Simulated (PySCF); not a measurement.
Electron correlation in Se (selenium, neutral)

Starting occupation: [Ar] 3d10 4s2 4p4, 4p1/2 with m_j = -1/2, +1/2, 4p3/2 with m_j = +1/2, +3/2. Calculation: PySCF 2.14, in x2c-TZVPPall-2c with one added diffuse shell each of s, p, d type (7s8p5d1f, 63 functions); X2C-1e with screened-nucleus spin-orbit coupling, Gaussian nucleus. Frozen: [Ar]; 16 electrons correlated; the 6 highest virtual spinors left out.

MP2 pair energies summed by pair of shells (mhartree):

| pair | energy | share (%) |
| --- | --- | --- |
| 3d-3d | -94.26 | 40.5 |
| 4p-4s | -49.02 | 21.1 |
| 4p-4p | -46.81 | 20.1 |
| 3d-4p | -20.46 | 8.8 |
| 3d-4s | -13.35 | 5.7 |
| 4s-4s | -8.96 | 3.8 |

Total MP2 correlation energy: -232.86 mhartree.

| level | correlation energy (mhartree) |
| --- | --- |
| CCSD | -242.12 |
| (T) | -6.76 |
| CCSD(T) | -248.88 |

Diagnostics: T1 = 0.0057, largest double amplitude 0.045.

Cost of the coupled-cluster step: 290 s of wall time on 4 threads of Neoverse-V2 (shared host), for 16 occupied and 86 virtual spinors.

The GHF reference relaxed away from the jj start to a determinant that is no pure jj level (⟨S²⟩ = 1.98, ⟨J²⟩ = 6.02); the energies belong to that determinant.

This basis was not built for core-valence correlation, so the inner-shell part is incomplete.
